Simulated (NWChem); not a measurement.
Program: NWChem. System: CF (+1), charge 1, spin multiplicity 1, at a geometry optimised with PBE0/def2-SVP. The structure started from a generated list of species. Level: TD-PBE/6-31G* (spherical d).

The NWChem input:

```
start mol
memory heap 200 mb stack 900 mb global 1100 mb
charge 1
geometry units angstroms nocenter noautoz noautosym
  C      0.000000     0.000000     0.692096
  F      0.000000     0.000000    -0.461397
end
basis spherical
  * library 6-31g*
end
dft
  xc xpbe96 cpbe96
  semidirect memsize 60000000 filesize 0
  iterations 100
end
tddft
  rpa
  nroots 10
  notriplet
end
task tddft energy
```

Part of the output:

```
             Northwest Computational Chemistry Package (NWChem) 7.3.0
             --------------------------------------------------------

                                NWChem Input Module
                                -------------------

 Scaling coordinates for geometry "geometry" by  1.889725989
 (inverse scale =  0.529177249)

                             Geometry "geometry" -> ""
                             -------------------------

 Output coordinates in angstroms (scale by  1.889725989 to convert to a.u.)

  No.       Tag          Charge          X              Y              Z
 ---- ---------------- ---------- -------------- -------------- --------------
    1 C                    6.0000     0.00000000     0.00000000     0.69209600
    2 F                    9.0000     0.00000000     0.00000000    -0.46139700

 Effective nuclear repulsion energy (a.u.)      24.7730774664

            Nuclear Dipole moment (a.u.)
            ----------------------------
        X                 Y               Z
 ---------------- ---------------- ----------------
     0.0000000000     0.0000000000     0.0000056692


 Summary of "ao basis" -> "" (spherical)
 ------------------------------------------------------------------------------
       Tag                 Description            Shells   Functions and Types
 ---------------- ------------------------------  ------  ---------------------
 *                           6-31g*                   on all atoms

  pbe96 is a nonlocal functional; adding pw91lda local functional.

                                 NWChem DFT Module
                                 -----------------

 Summary of "ao basis" -> "ao basis" (spherical)
 ------------------------------------------------------------------------------
       Tag                 Description            Shells   Functions and Types
 ---------------- ------------------------------  ------  ---------------------
 C                           6-31g*                  6       14   3s2p1d
 F                           6-31g*                  6       14   3s2p1d

 Summary of "ao basis" -> "ao basis" (spherical)
 ------------------------------------------------------------------------------
       Tag                 Description            Shells   Functions and Types
 ---------------- ------------------------------  ------  ---------------------
 C                           6-31g*                  6       14   3s2p1d
 F                           6-31g*                  6       14   3s2p1d

            General Information
            -------------------
          SCF calculation type: DFT
          Wavefunction type:  closed shell.
          No. of atoms     :     2
          No. of electrons :    14
           Alpha electrons :     7
            Beta electrons :     7
          Charge           :     1
          Spin multiplicity:     1
          Use of symmetry is: off; symmetry adaption is: off
          Maximum number of iterations: 100
          AO basis - number of functions:    28
                     number of shells:    12
          Convergence on energy requested:  1.00D-06
          Convergence on density requested:  1.00D-05
          Convergence on gradient requested:  5.00D-04

              XC Information
              --------------
          PerdewBurkeErnzerhof Exchange Functional  1.000
            Perdew 1991 LDA Correlation Functional  1.000 local
           PerdewBurkeErnz. Correlation Functional  1.000 non-local

             Grid Information
             ----------------
          Grid used for XC integration:  medium
          Radial quadrature: Mura-Knowles
          Angular quadrature: Lebedev.
          Tag              B.-S. Rad. Rad. Pts. Rad. Cut. Ang. Pts.
          ---              ---------- --------- --------- ---------
          C                   0.70       49           5.0       434
          F                   0.50       49           5.0       434
          Grid pruning is: on
          Number of quadrature shells:    98
          Spatial weights used:  Erf1

          Convergence Information
          -----------------------
          Convergence aids based upon iterative change in
          total energy or number of iterations.
          Levelshifting, if invoked, occurs when the
          HOMO/LUMO gap drops below (HL_TOL):  1.00D-02
          DIIS, if invoked, will attempt to extrapolate
          using up to (NFOCK): 10 stored Fock matrices.

                    Damping( 0%)  Levelshifting(0.5)       DIIS
                  --------------- ------------------- ---------------
          dE  on:    start            ASAP                start
          dE off:    2 iters        100 iters           100 iters

      Screening Tolerance Information
      -------------------------------
          Density screening/tol_rho:  1.00D-10
          AO Gaussian exp screening on grid/accAOfunc:  14
          CD Gaussian exp screening on grid/accCDfunc:  20
          XC Gaussian exp screening on grid/accXCfunc:  20
          Schwarz screening/accCoul:  1.00D-08

      Superposition of Atomic Density Guess
      -------------------------------------

 Sum of atomic energies:        -137.03258617

 Renormalizing density from      15.00 to     14

      Non-variational initial energy
      ------------------------------

 Total energy =    -131.425332
 1-e energy   =    -222.599021
 2-e energy   =      66.400612
 HOMO         =      -0.892308
 LUMO         =      -0.464723

------------------------------------------------------------
EAF file 0: "./mol.aoints.0" size=524288 bytes
------------------------------------------------------------
[...]
     Occ.    7  a   ---  Virt.    8  a    0.51220 X
     Occ.    7  a   ---  Virt.    8  a   -0.06872 Y
     Occ.    7  a   ---  Virt.    9  a    0.86068 X
     Occ.    7  a   ---  Virt.    9  a   -0.11547 Y
  ----------------------------------------------------------------------------
  Root   3 singlet a              0.422966270 a.u.               11.5095 eV
  ----------------------------------------------------------------------------
     Transition Moments    X  0.00000   Y -0.00000   Z -0.00000
     Transition Moments   XX -0.00000  XY -0.00000  XZ  0.00000
     Transition Moments   YY  0.00000  YZ -0.00000  ZZ -0.00000
     Dipole Oscillator Strength                    0.0000000000
     Electric Quadrupole                           0.0000000000
     Magnetic Dipole                               0.0000000000
     Total Oscillator Strength                     0.0000000000

          sigma_e =   0.9750 Angstrom
          sigma_h =   0.7395 Angstrom
         |d_h->e| =   0.8216 Angstrom
            d_exc =   1.4740 Angstrom
            d_CD1 =   1.0572 Angstrom
            d_CD2 =  -0.0356 Angstrom
            d_CD3 =   2.2956 Angstrom
     Pearson C.C. =  -0.0000

     Occ.    5  a   ---  Virt.    8  a   -0.67416 X
     Occ.    5  a   ---  Virt.    9  a    0.21334 X
     Occ.    6  a   ---  Virt.    8  a    0.21334 X
     Occ.    6  a   ---  Virt.    9  a    0.67416 X
  ----------------------------------------------------------------------------
  Root   4 singlet a              0.434665637 a.u.               11.8279 eV
  ----------------------------------------------------------------------------
     Transition Moments    X -0.00000   Y -0.00000   Z -0.00000
     Transition Moments   XX  0.00000  XY  0.22833  XZ -0.00000
     Transition Moments   YY -0.00000  YZ -0.00000  ZZ -0.00000
     Dipole Oscillator Strength                    0.0000000000
     Electric Quadrupole                           0.0000000228
     Magnetic Dipole                               0.0000000000
     Total Oscillator Strength                     0.0000000228

          sigma_e =   0.9767 Angstrom
          sigma_h =   0.7395 Angstrom
         |d_h->e| =   0.8253 Angstrom
            d_exc =   1.4780 Angstrom
            d_CD1 =   1.0625 Angstrom
            d_CD2 =  -0.0327 Angstrom
            d_CD3 =   2.3033 Angstrom
     Pearson C.C. =  -0.0018

     Occ.    5  a   ---  Virt.    8  a   -0.70679 X
     Occ.    6  a   ---  Virt.    9  a   -0.70679 X
  ----------------------------------------------------------------------------
  Root   5 singlet a              0.434665643 a.u.               11.8279 eV
  ----------------------------------------------------------------------------
     Transition Moments    X -0.00000   Y  0.00000   Z -0.00000
     Transition Moments   XX  0.22833  XY -0.00000  XZ -0.00000
     Transition Moments   YY -0.22833  YZ  0.00000  ZZ -0.00000
     Dipole Oscillator Strength                    0.0000000000
     Electric Quadrupole                           0.0000000228
     Magnetic Dipole                               0.0000000000
     Total Oscillator Strength                     0.0000000228

          sigma_e =   0.9767 Angstrom
          sigma_h =   0.7395 Angstrom
         |d_h->e| =   0.8253 Angstrom
            d_exc =   1.4780 Angstrom
            d_CD1 =   1.0625 Angstrom
            d_CD2 =  -0.0327 Angstrom
            d_CD3 =   2.3033 Angstrom
     Pearson C.C. =  -0.0018

     Occ.    5  a   ---  Virt.    9  a    0.70679 X
     Occ.    6  a   ---  Virt.    8  a   -0.70679 X
  ----------------------------------------------------------------------------
  Root   6 singlet a              0.562897264 a.u.               15.3172 eV
  ----------------------------------------------------------------------------
     Transition Moments    X  0.00000   Y  0.00000   Z -0.38827
     Transition Moments   XX -0.50381  XY -0.00000  XZ  0.00000
     Transition Moments   YY -0.50381  YZ  0.00000  ZZ  1.02836
     Dipole Oscillator Strength                    0.0565732254
     Electric Quadrupole                           0.0000007432
     Magnetic Dipole                               0.0000000000
     Total Oscillator Strength                     0.0565739686

          sigma_e =   1.1081 Angstrom
          sigma_h =   0.9554 Angstrom
         |d_h->e| =   0.4704 Angstrom
            d_exc =   1.5536 Angstrom
            d_CD1 =   0.6231 Angstrom
            d_CD2 =  -0.5614 Angstrom
            d_CD3 =   2.0240 Angstrom
     Pearson C.C. =  -0.0244

     Occ.    4  a   ---  Virt.   10  a   -0.08165 X
     Occ.    4  a   ---  Virt.   13  a    0.09409 X
     Occ.    5  a   ---  Virt.    8  a    0.18231 X
     Occ.    5  a   ---  Virt.    9  a    0.57609 X
     Occ.    5  a   ---  Virt.    9  a   -0.08177 Y
     Occ.    6  a   ---  Virt.    8  a    0.57609 X
     Occ.    6  a   ---  Virt.    8  a   -0.08177 Y
     Occ.    6  a   ---  Virt.    9  a   -0.18231 X
     Occ.    7  a   ---  Virt.   10  a    0.51020 X
  ----------------------------------------------------------------------------
  Root   7 singlet a              0.585443220 a.u.               15.9307 eV
  ----------------------------------------------------------------------------
     Transition Moments    X  0.06585   Y  0.51268   Z  0.00000
     Transition Moments   XX  0.00000  XY  0.00000  XZ  0.04806
     Transition Moments   YY  0.00000  YZ  0.37413  ZZ -0.00000
     Dipole Oscillator Strength                    0.1042766846
     Electric Quadrupole                           0.0000001520
     Magnetic Dipole                               0.0000008877
     Total Oscillator Strength                     0.1042777243

          sigma_e =   0.9872 Angstrom
          sigma_h =   0.7903 Angstrom
         |d_h->e| =   0.9457 Angstrom
            d_exc =   1.5861 Angstrom
            d_CD1 =   1.1426 Angstrom
            d_CD2 =   0.0570 Angstrom
            d_CD3 =   2.5318 Angstrom
     Pearson C.C. =  -0.0144

     Occ.    4  a   ---  Virt.    8  a   -0.29029 X
     Occ.    4  a   ---  Virt.    9  a   -0.94899 X
     Occ.    7  a   ---  Virt.    9  a   -0.11966 X
     Occ.    7  a   ---  Virt.    9  a    0.05254 Y
  ----------------------------------------------------------------------------
  Root   8 singlet a              0.585443221 a.u.               15.9307 eV
  ----------------------------------------------------------------------------
     Transition Moments    X -0.51268   Y  0.06585   Z  0.00000
     Transition Moments   XX  0.00000  XY -0.00000  XZ -0.37413
     Transition Moments   YY  0.00000  YZ  0.04806  ZZ -0.00000
     Dipole Oscillator Strength                    0.1042772210
     Electric Quadrupole                           0.0000001520
     Magnetic Dipole                               0.0000008876
     Total Oscillator Strength                     0.1042782607

          sigma_e =   0.9872 Angstrom
          sigma_h =   0.7903 Angstrom
         |d_h->e| =   0.9457 Angstrom
            d_exc =   1.5861 Angstrom
            d_CD1 =   1.1426 Angstrom
            d_CD2 =   0.0570 Angstrom
            d_CD3 =   2.5318 Angstrom
     Pearson C.C. =  -0.0144

     Occ.    4  a   ---  Virt.    8  a    0.94899 X
     Occ.    4  a   ---  Virt.    9  a   -0.29029 X
     Occ.    7  a   ---  Virt.    8  a    0.11966 X
     Occ.    7  a   ---  Virt.    8  a   -0.05254 Y
  ----------------------------------------------------------------------------
  Root   9 singlet a              0.683078178 a.u.               18.5875 eV
  ----------------------------------------------------------------------------
     Transition Moments    X -0.00000   Y -0.00000   Z -1.38636
     Transition Moments   XX  0.21372  XY  0.00000  XZ -0.00000
     Transition Moments   YY  0.21372  YZ  0.00000  ZZ -2.96776
     Dipole Oscillator Strength                    0.8752511221
     Electric Quadrupole                           0.0000057264
     Magnetic Dipole                               0.0000000000
     Total Oscillator Strength                     0.8752568485

          sigma_e =   1.4806 Angstrom
          sigma_h =   0.9769 Angstrom
         |d_h->e| =   0.1541 Angstrom
            d_exc =   1.7690 Angstrom
            d_CD1 =   0.6578 Angstrom
            d_CD2 =  -1.0746 Angstrom
            d_CD3 =   1.9232 Angstrom
     Pearson C.C. =   0.0141

     Occ.    3  a   ---  Virt.   10  a   -0.05079 X
     Occ.    4  a   ---  Virt.   10  a   -0.08707 X
     Occ.    4  a   ---  Virt.   13  a    0.07699 X
     Occ.    5  a   ---  Virt.    8  a    0.10375 X
     Occ.    5  a   ---  Virt.    9  a    0.32784 X
     Occ.    5  a   ---  Virt.    9  a   -0.07710 Y
     Occ.    6  a   ---  Virt.    8  a    0.32784 X
     Occ.    6  a   ---  Virt.    8  a   -0.07710 Y
     Occ.    6  a   ---  Virt.    9  a   -0.10375 X
     Occ.    7  a   ---  Virt.   10  a   -0.84667 X
     Occ.    7  a   ---  Virt.   10  a    0.06073 Y
     Occ.    7  a   ---  Virt.   13  a   -0.16430 X
     Occ.    7  a   ---  Virt.   14  a    0.13169 X
  ----------------------------------------------------------------------------
  Root  10 singlet a              0.802602622 a.u.               21.8399 eV
  ----------------------------------------------------------------------------
     Transition Moments    X -0.42775   Y  0.05914   Z -0.00000
     Transition Moments   XX  0.00000  XY -0.00000  XZ  0.07109
     Transition Moments   YY  0.00000  YZ -0.00983  ZZ -0.00000
     Dipole Oscillator Strength                    0.0997723308
     Electric Quadrupole                           0.0000000142
     Magnetic Dipole                               0.0000005211
     Total Oscillator Strength                     0.0997728661

          sigma_e =   1.3685 Angstrom
          sigma_h =   0.7398 Angstrom
         |d_h->e| =   0.7706 Angstrom
            d_exc =   1.7395 Angstrom
            d_CD1 =   1.3993 Angstrom
            d_CD2 =  -0.2836 Angstrom
            d_CD3 =   2.5100 Angstrom
     Pearson C.C. =  -0.0059

     Occ.    6  a   ---  Virt.   10  a    0.99813 X

              Target root =      1
          Target symmetry = none
      Ground state energy =   -137.294186715734
        Excitation energy =      0.298908322300
     Excited state energy =   -136.995278393434

  stored tddft:energy   -136.99527839343426

 Task  times  cpu:        4.0s     wall:        4.0s

 Total times  cpu:        4.1s     wall:        4.1s
```
